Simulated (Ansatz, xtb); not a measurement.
# Relative energy of two isomers of C2H5AlF

Structure X: `[CH2][Al]([CH3])[F]`, a doublet. Structure Y: `C[CH2][Al][F]`, a doublet. Both are isolated molecules in the gas phase, relaxed with B3LYP-D3(BJ)/def2-SVP; the shapes shown needn't be the lowest conformers.

X (Å):

```xyz
9

C    -2.6198   -0.6193   -0.4319
C     0.1609    0.3868   -2.1973
Al   -1.0037   -0.9634   -1.4182
F    -0.5776   -2.5717   -1.6134
H    -3.2587   -1.4031   -0.0021
H    -3.0135    0.3872   -0.2314
H    -0.1992    1.4127   -2.0165
H     0.2508    0.2476   -3.2886
H     1.1827    0.3100   -1.7867
```

Y (Å):

| atom | x (Å) | y (Å) | z (Å) |
| --- | --- | --- | --- |
| C | -1.8836 | -0.4095 | -1.5411 |
| C | -0.7831 | -1.4677 | -1.3957 |
| Al | -1.3437 | -3.0578 | -0.3189 |
| F | -2.8262 | -2.9075 | 0.4561 |
| H | -1.5303 | 0.4646 | -2.1159 |
| H | -2.7679 | -0.8075 | -2.0644 |
| H | -2.2305 | -0.0421 | -0.5624 |
| H | 0.1124 | -1.0579 | -0.8921 |
| H | -0.4304 | -1.8345 | -2.3763 |

Q: Which of the two would you expect CCSD(T)/def2-SVP + ΔMP2/def2-TZVPP electronic energies to favour?

A: Structure Y; the calculation gives E(Y) − E(X) = −0.090 eV.

How the difference moves with the method:

```
                             level               geometry  E(Y) − E(X) (eV)  departure from the last row (eV)  job, with rough time for the two
                          GFN2-xTB               GFN2-xTB              −0.906                            −0.816              optimisation, 0.17 s
                         HF/STO-3G               GFN2-xTB              +0.865                            +0.955               single point, 0.2 s
                r2SCAN-D4/def2-SVP               GFN2-xTB              −0.035                            +0.055               single point, 4.3 s
             B3LYP-D3(BJ)/def2-SVP  B3LYP-D3(BJ)/def2-SVP              −0.145                            −0.055                optimisation, 86 s
                       HF/def2-SVP  B3LYP-D3(BJ)/def2-SVP              +0.203                            +0.293           part of the CCSD(T) run
                      MP2/def2-SVP  B3LYP-D3(BJ)/def2-SVP              −0.213                            −0.123           part of the CCSD(T) run
                  CCSD(T)/def2-SVP  B3LYP-D3(BJ)/def2-SVP              −0.150                            −0.060                      single point
CCSD(T)/def2-SVP + ΔMP2/def2-TZVPP  B3LYP-D3(BJ)/def2-SVP              −0.090                                                  single point, 25 s
```

As drawn, Y has 1 C–C in place of 1 C–Al.

HF/STO-3G, HF/def2-SVP put the two in the other order. The largest departure from CCSD(T)/def2-SVP + ΔMP2/def2-TZVPP is that of HF/STO-3G, 0.955 eV. The last row adds to CCSD(T) the change of the MP2 difference between the two basis sets, here +0.060 eV.

With harmonic frequencies from B3LYP-D3(BJ)/def2-SVP (ideal gas, rigid rotor, one conformer each, 298.15 K, 1 atm): on the last row, ΔE + ΔZPE = +0.052 eV. A mode under 50 cm⁻¹ makes harmonic enthalpies and free energies unreliable, so none is given. The zero-point term alone reverses the order.

Open shells are spin-unrestricted. The correlated steps freeze 8 core orbitals. Run with Ansatz 0.2.0, xtb 6.7.1; the last row on 2 threads of Arm Neoverse V2 on a shared host.
